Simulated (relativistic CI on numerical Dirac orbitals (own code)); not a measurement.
## Rh⁷⁺: 4p photoemission

Computed with this model: Dirac-Coulomb-Breit CI, separate exchange-only KLI orbitals for each configuration, a model potential for QED, valence Slater integrals scaled by 0.8, multiplet model of photoemission in the sudden approximation; configurations [Kr] 4d2 → [Ar] 3d10 4s2 4p5 4d2; 80 K; Lorentzian 1.2 eV and Gaussian 0.6 eV FWHM. Energies are those of the free ion, without screening or charge transfer. The energies are binding energies and can lie tens of eV above those of solids. S is read from ⟨S²⟩ = S(S + 1).

Field parameters in Wybourne normalisation: D4h B²₀ = −7Ds, B⁴₀ = 21(Dq − Dt), B⁴₄ = 21√(5/14) Dq. The field is a parameter set, without covalency.

Peaks in eV (height, largest 100): 163.0 (74), 165.2 (100), 169.2 (42), 173.2 (18), 179.8 (9), 184.6 (13).

(1) Which surroundings give this spectrum?
A. D4h, 10Dq = 27700, Ds = -1500, Dt = -170 cm⁻¹
B. free ion
C. D4h, 10Dq = 27700, Ds = 3000, Dt = -170 cm⁻¹

Answers

(1) A. D4h, 10Dq = 27700, Ds = -1500, Dt = -170 cm⁻¹, where the ground state has S = 0.99.
